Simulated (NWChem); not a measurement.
Everything below was run with NWChem. System: H6B2, charge 0, spin multiplicity 1, at a geometry optimised with B3LYP/def2-SVP. The structure started from a generated list of species. Level: G0W0@PBE0/def2-TZVP, RI basis def2-tzvp-rifit.

Job file:

```
start mol
memory heap 200 mb stack 700 mb global 1700 mb
geometry units angstroms nocenter noautoz
  B      0.000000     0.000000     0.888533
  B      0.000000     0.000000    -0.888533
  H      0.000000    -0.988328     0.000000
  H      1.049361     0.000000     1.473478
  H     -1.049361     0.000000     1.473478
  H      0.000000     0.988328     0.000000
  H      1.049361     0.000000    -1.473478
  H     -1.049361     0.000000    -1.473478
  symmetry group D2h
end
basis spherical
  * library def2-tzvp
end
basis "ri basis" bse spherical
  * library def2-tzvp-rifit
end
dft
  xc pbe0
  iterations 100
  direct
  tolerances tight
end
task dft energy
gw
  states alpha occ 4 vir 2
end
task dft gw
```

Part of the output:

```
             Northwest Computational Chemistry Package (NWChem) 7.3.0
             --------------------------------------------------------

                                NWChem Input Module
                                -------------------

 Scaling coordinates for geometry "geometry" by  1.889725989
 (inverse scale =  0.529177249)

 Turning off AUTOSYM since
 SYMMETRY directive was detected!

                             Geometry "geometry" -> ""
                             -------------------------

 Output coordinates in angstroms (scale by  1.889725989 to convert to a.u.)

  No.       Tag          Charge          X              Y              Z
 ---- ---------------- ---------- -------------- -------------- --------------
    1 B                    5.0000     0.00000000     0.00000000     0.88853300
    2 B                    5.0000     0.00000000     0.00000000    -0.88853300
    3 H                    1.0000     0.00000000    -0.98832800     0.00000000
    4 H                    1.0000     1.04936100     0.00000000     1.47347800
    5 H                    1.0000    -1.04936100     0.00000000     1.47347800
    6 H                    1.0000     0.00000000     0.98832800     0.00000000
    7 H                    1.0000     1.04936100     0.00000000    -1.47347800
    8 H                    1.0000    -1.04936100     0.00000000    -1.47347800

 Effective nuclear repulsion energy (a.u.)      31.7896694091

            Nuclear Dipole moment (a.u.)
            ----------------------------
        X                 Y               Z
 ---------------- ---------------- ----------------
     0.0000000000     0.0000000000     0.0000000000

      Symmetry information
      --------------------

 Group name             D2h
 Group number             26
 Group order               8
 No. of unique centers     3

      Symmetry unique atoms

     1    3    4


 Summary of "ao basis" -> "" (spherical)
 ------------------------------------------------------------------------------
       Tag                 Description            Shells   Functions and Types
 ---------------- ------------------------------  ------  ---------------------
 *                         def2-tzvp                  on all atoms

 new library libraries.bse/

 Summary of "ri basis" -> "" (spherical)
 ------------------------------------------------------------------------------
       Tag                 Description            Shells   Functions and Types
 ---------------- ------------------------------  ------  ---------------------
 *                      def2-tzvp-rifit               on all atoms

                                 NWChem DFT Module
                                 -----------------

 Summary of "ao basis" -> "ao basis" (spherical)
 ------------------------------------------------------------------------------
       Tag                 Description            Shells   Functions and Types
 ---------------- ------------------------------  ------  ---------------------
 B                         def2-tzvp                11       31   5s3p2d1f
 H                         def2-tzvp                 4        6   3s1p

 Summary of "ao basis" -> "ao basis" (spherical)
 ------------------------------------------------------------------------------
       Tag                 Description            Shells   Functions and Types
 ---------------- ------------------------------  ------  ---------------------
 B                         def2-tzvp                11       31   5s3p2d1f
 H                         def2-tzvp                 4        6   3s1p

      Symmetry analysis of basis
      --------------------------

        ag         23
        au          4
        b1g         5
        b1u        20
        b2g        12
        b2u        12
        b3g         9
        b3u        13

            General Information
            -------------------
          SCF calculation type: DFT
          Wavefunction type:  closed shell.
          No. of atoms     :     8
          No. of electrons :    16
           Alpha electrons :     8
            Beta electrons :     8
          Charge           :     0
          Spin multiplicity:     1
          Use of symmetry is: on ; symmetry adaption is: on
          Maximum number of iterations: 100
          This is a Direct SCF calculation.
          AO basis - number of functions:    98
                     number of shells:    46
          Convergence on energy requested:  1.00D-06
          Convergence on density requested:  1.00D-05
          Convergence on gradient requested:  5.00D-04

              XC Information
              --------------
                         PBE0 Method XC Functional
                     Hartree-Fock (Exact) Exchange  0.250
          PerdewBurkeErnzerhof Exchange Functional  0.750
            Perdew 1991 LDA Correlation Functional  1.000 local
           PerdewBurkeErnz. Correlation Functional  1.000 non-local

             Grid Information
             ----------------
          Grid used for XC integration:  medium
          Radial quadrature: Mura-Knowles
          Angular quadrature: Lebedev.
          Tag              B.-S. Rad. Rad. Pts. Rad. Cut. Ang. Pts.
          ---              ---------- --------- --------- ---------
          B                   0.85       49           9.0       434
          H                   0.35       45          11.0       434
          Grid pruning is: on
          Number of quadrature shells:   139
          Spatial weights used:  Erf1

          Convergence Information
          -----------------------
          Convergence aids based upon iterative change in
[...]
      Non-variational initial energy
      ------------------------------

 Total energy =     -53.295723
 1-e energy   =    -129.996494
 2-e energy   =      44.911102
 HOMO         =      -0.382248
 LUMO         =      -0.007232

      Symmetry analysis of molecular orbitals - initial
      -------------------------------------------------

  Numbering of irreducible representations:

     1 ag          2 au          3 b1g         4 b1u         5 b2g
     6 b2u         7 b3g         8 b3u

  Orbital symmetries:

     1 ag          2 b1u         3 ag          4 b1u         5 b2u
     6 b3u         7 ag          8 b2g         9 b3g        10 ag
    11 b1u        12 ag         13 b2u        14 b3u        15 ag
    16 b3u        17 b2g        18 b1u

   convergence    iter        energy       DeltaE   RMS-Dens  Diis-err    time
 ---------------- ----- ----------------- --------- --------- ---------  ------
 d= 0,ls=0.0,diis     1    -53.1859566985 -8.50D+01  3.20D-03  1.60D-01     0.8
 d= 0,ls=0.0,diis     2    -53.2068214821 -2.09D-02  1.25D-03  1.57D-02     1.1
 d= 0,ls=0.0,diis     3    -53.2087065795 -1.89D-03  4.03D-04  5.06D-03     1.5
 d= 0,ls=0.0,diis     4    -53.2095329250 -8.26D-04  1.89D-05  1.90D-06     1.8
 d= 0,ls=0.0,diis     5    -53.2095333357 -4.11D-07  1.87D-06  4.72D-08     2.2

         Total DFT energy =      -53.209533335661
      One electron energy =     -131.805364260244
           Coulomb energy =       57.033873318215
    Exchange-Corr. energy =      -10.227711802715
 Nuclear repulsion energy =       31.789669409083

 Numeric. integr. density =       16.000002732158

     Total iterative time =      1.8s

                  Occupations of the irreducible representations
                  ----------------------------------------------

                     irrep           alpha         beta
                     --------     --------     --------
                     ag                3.0          3.0
                     au                0.0          0.0
                     b1g               0.0          0.0
                     b1u               2.0          2.0
                     b2g               1.0          1.0
                     b2u               1.0          1.0
                     b3g               0.0          0.0
                     b3u               1.0          1.0

                       DFT Final Molecular Orbital Analysis
                       ------------------------------------

 Vector    6  Occ=2.000000D+00  E=-3.993661D-01  Symmetry=b3u
              MO Center=  1.8D-14, -2.1D-17, -1.5D-14, r^2= 2.8D+00
   Bfn.  Coefficient  Atom+Function         Bfn.  Coefficient  Atom+Function
  ----- ------------  ---------------      ----- ------------  ---------------
     6      0.226122  1 B  px                37      0.226122  2 B  px
     9      0.165758  1 B  px                40      0.165758  2 B  px
    70      0.137068  4 H  s                 76     -0.137068  5 H  s
    88      0.137068  7 H  s                 94     -0.137068  8 H  s
    69      0.094257  4 H  s                 75     -0.094257  5 H  s

 Vector    7  Occ=2.000000D+00  E=-3.850060D-01  Symmetry=ag
              MO Center= -1.7D-14, -8.5D-18,  3.4D-15, r^2= 3.0D+00
   Bfn.  Coefficient  Atom+Function         Bfn.  Coefficient  Atom+Function
  ----- ------------  ---------------      ----- ------------  ---------------
     8      0.235542  1 B  pz                39     -0.235542  2 B  pz
    11      0.140428  1 B  pz                42     -0.140428  2 B  pz
    70      0.132429  4 H  s                 76      0.132429  5 H  s
    88      0.132429  7 H  s                 94      0.132429  8 H  s
    64     -0.114529  3 H  s                 82     -0.114529  6 H  s

 Vector    8  Occ=2.000000D+00  E=-3.392403D-01  Symmetry=b2g
              MO Center= -8.0D-15, -7.1D-17,  1.3D-14, r^2= 3.3D+00
   Bfn.  Coefficient  Atom+Function         Bfn.  Coefficient  Atom+Function
  ----- ------------  ---------------      ----- ------------  ---------------
     6      0.221615  1 B  px                37     -0.221615  2 B  px
    70      0.166722  4 H  s                 76     -0.166722  5 H  s
    88     -0.166722  7 H  s                 94      0.166722  8 H  s
     9      0.162188  1 B  px                40     -0.162188  2 B  px
    69      0.108847  4 H  s                 75     -0.108847  5 H  s

 Vector    9  Occ=0.000000D+00  E=-3.772568D-02  Symmetry=b3g
              MO Center= -2.9D-16, -4.0D-15,  1.4D-15, r^2= 3.5D+00
   Bfn.  Coefficient  Atom+Function         Bfn.  Coefficient  Atom+Function
  ----- ------------  ---------------      ----- ------------  ---------------
    13      0.490294  1 B  py                44     -0.490294  2 B  py
    10      0.350721  1 B  py                41     -0.350721  2 B  py
     7      0.286335  1 B  py                38     -0.286335  2 B  py
    68     -0.027743  3 H  pz                86      0.027743  6 H  pz

 Vector   10  Occ=0.000000D+00  E= 3.953666D-02  Symmetry=ag
              MO Center=  1.2D-16, -7.6D-18, -1.1D-16, r^2= 6.6D+00
   Bfn.  Coefficient  Atom+Function         Bfn.  Coefficient  Atom+Function
  ----- ------------  ---------------      ----- ------------  ---------------
     5      1.919540  1 B  s                 36      1.919540  2 B  s
     4     -1.000324  1 B  s                 35     -1.000324  2 B  s
    71     -0.707719  4 H  s                 77     -0.707719  5 H  s
    89     -0.707719  7 H  s                 95     -0.707719  8 H  s
    14      0.247221  1 B  pz                45     -0.247221  2 B  pz

 Vector   11  Occ=0.000000D+00  E= 7.830664D-02  Symmetry=ag
              MO Center= -9.0D-16, -5.4D-16,  4.7D-16, r^2= 5.8D+00
   Bfn.  Coefficient  Atom+Function         Bfn.  Coefficient  Atom+Function
  ----- ------------  ---------------      ----- ------------  ---------------
    65      1.828375  3 H  s                 83      1.828375  6 H  s
     5     -1.609878  1 B  s                 36     -1.609878  2 B  s
    14      0.960453  1 B  pz                45     -0.960453  2 B  pz
     4      0.793705  1 B  s                 35      0.793705  2 B  s
    11      0.282402  1 B  pz                42     -0.282402  2 B  pz

 center of mass
 --------------
 x =   0.00000000 y =   0.00000000 z =   0.00000000

 moments of inertia (a.u.)
 ------------------
         100.364324970616           0.000000000000           0.000000000000
           0.000000000000         109.185671683834           0.000000000000
           0.000000000000           0.000000000000          22.883278564855

     Multipole analysis of the density
     ---------------------------------

     L   x y z        total         alpha         beta         nuclear
     -   - - -        -----         -----         ----         -------
     0   0 0 0     -0.000000     -8.000000     -8.000000     16.000000

     1   1 0 0      0.000000      0.000000      0.000000      0.000000
     1   0 1 0     -0.000000     -0.000000     -0.000000      0.000000
     1   0 0 1      0.000000      0.000000      0.000000      0.000000

     2   2 0 0    -13.337720    -14.533475    -14.533475     15.729231
     2   1 1 0      0.000000      0.000000      0.000000      0.000000
     2   1 0 1     -0.000000     -0.000000     -0.000000      0.000000
     2   0 2 0    -11.095293     -9.035834     -9.035834      6.976376
     2   0 1 1      0.000000      0.000000      0.000000      0.000000
     2   0 0 2    -14.021536    -36.613924    -36.613924     59.206313

 Task  times  cpu:        2.1s     wall:        2.1s

                                NWChem Input Module
                                -------------------

                                 NWChem GW Module
                                 ----------------

                             ***********************
                             ***        GW       ***
                             ***********************

 Summary of "ri basis" -> "ri basis" (spherical)
 ------------------------------------------------------------------------------
       Tag                 Description            Shells   Functions and Types
 ---------------- ------------------------------  ------  ---------------------
 B                      def2-tzvp-rifit             22       76   8s6p4d3f1g
 H                      def2-tzvp-rifit              7       15   4s2p1d

                 Memory Information
                 ------------------
          Available GA per process is          1699.9 MBs
          Available stack per process is        700.0 MBs
          Available heap per process is           0.0 MBs

          Peak memory in Initialization
              Peak GA per process is                  2.4 MBs
              Peak stack per process is               0.1 MBs
              Peak heap per process is                2.5 MBs
              Memory not in MA per process            0.0 MBs

          Peak memory in AFF Calculation
              Peak GA per process is                  7.1 MBs
              Peak stack per process is               4.0 MBs
              Peak heap per process is                0.0 MBs
              Memory not in MA per process            4.0 MBs

          Computing 2-center integrals
          Computing Inverse Cholesky factor
          Computing 3-center integrals
          Computing V_xc ...

          Computing Sigma_x
          Computing RPA polarizability
          Solving quasiparticle equations

                  Alpha Orbitals
          State     Energy (eV)     Error (eV)
          -----------------------------------
@GW         5        -14.459           0.002
@GW         6        -13.523           0.002
@GW         7        -13.150           0.002
@GW         8        -11.950           0.002
@GW         9          1.217           0.005
@GW        10          2.680           0.003

   Applying  -2.7191 eV scissor-shift to rest of particle states

   Applying   2.2435 eV scissor-shift to rest of hole states

     GW Timing Statistics
   ------------------------
   Init.   :          0.1s
     ERIs  :          0.5s
     Distr.:          0.0s
     Vxc   :          0.4s
   Sigma_x :          0.0s
   RPA     :          0.1s
   Wmn     :          0.0s
   Sigma_c :          0.0s
   GW total:          1.0s

 Task  times  cpu:        1.0s     wall:        1.0s

 Total times  cpu:        3.2s     wall:        3.2s
```
